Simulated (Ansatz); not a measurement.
Ansatz results at the PBE0-D4/def2-TZVP geometry: ideal-gas entropy at 298 K and 1 bar (rigid rotor, harmonic PBE0-D4/def2-TZVP) 330 J/(mol·K); size of the dipole moment (PBE/def2-TZVPP) 1.69 D; size of the dipole moment (ωB97M-V/def2-TZVPP) 1.80 D.

Each molecule was computed in one conformer, which needn't be the lowest.

Question: Which molecule gave them?
A. `[CH3][GeH][OH]`•
B. `[NH2][Al][Br]`•
C. `[CH3][SnH][SH]`•
D. `[NH][Si](F)(F)F`•

Answer: D. The others give `[NH2][Al][Br]`•: 308, 2.29, 2.44; `[CH3][GeH][OH]`•: 314, 0.70, 0.95; `[CH3][SnH][SH]`•: 345, 2.03, 2.19.
